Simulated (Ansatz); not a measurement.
Abridged output of a molecular run in Ansatz:

```
Functional definition: HF
1031 factors; integrals over basis functions are off by at most 1.2e-3 eV
mean field evaluation 1: about -11438.8252 eV, gradient 3.7e1 eV
mean field evaluation 2: about -11438.9128 eV, gradient 3.7e1 eV
mean field evaluation 4: about -11442.4059 eV, gradient 3.7e0 eV
mean field evaluation 8: about -11442.4559 eV, gradient 1.6e-1 eV
mean field -11442.45604010 eV, -420.5025034983 hartree, gradient 1.3e-6 eV, S^2 0.000000; 0 other end points of the search recorded, 0 dependent functions left out
9 core orbitals not correlated: weight in the atoms' cores, before any rotation towards them, 1.000 or more for the frozen orbitals, at most 0.000 for the correlated occupied ones
reference -11442.45604010 eV, -420.5025034983 hartree; 13, 13 occupied and 82, 82 virtual orbitals, 1031 factors
second order -16.18738408 eV of doubles, -0.00000000 eV of singles
cycle   1  -16.91199454 eV  change   -7.2e-1 eV  update   1.0e-1
cycle   2  -17.42213988 eV  change   -5.1e-1 eV  update   3.2e-2
cycle   3  -17.53959368 eV  change   -1.2e-1 eV  update   1.7e-2
cycle   4  -17.53482218 eV  change    4.8e-3 eV  update   5.0e-3
cycle   5  -17.53452082 eV  change    3.0e-4 eV  update   2.3e-3
cycle   6  -17.53502134 eV  change   -5.0e-4 eV  update   6.9e-4
cycle   7  -17.53485828 eV  change    1.6e-4 eV  update   2.9e-4
cycle   8  -17.53483741 eV  change    2.1e-5 eV  update   9.0e-5
cycle   9  -17.53485906 eV  change   -2.2e-5 eV  update   3.4e-5
cycle  10  -17.53485499 eV  change    4.1e-6 eV  update   1.5e-5
perturbative correction -0.55581835 eV, -0.0204259478 hartree
Total energy: -11460.54671344 eV, -421.1673234812 hartree
```

Its atoms:

Cartesian coordinates in Å:
```
C 0.162 1.461 0.225
C 0.068 0.162 -0.114
Al 0.860 -0.312 -1.825
B -0.711 -0.806 0.814
O -0.621 -0.644 2.160
H 0.673 2.198 -0.396
H -0.280 1.857 1.140
H 0.751 -1.774 -2.438
H 1.643 0.837 -2.596
H -1.394 -1.700 0.380
H -1.151 -1.278 2.650
```

Q: Which basis set was used?
A. cc-pV(Q+d)Z
B. def2-SVP
C. cc-pV(T+d)Z
D. def2-TZVPPD

A: B. It gives 104 functions.

Q: Write the keys of the input that set method, charge and spin (a neutral closed shell needs none for the last two).

A: 
```yaml
correlation: {method: ccsd_t}
```
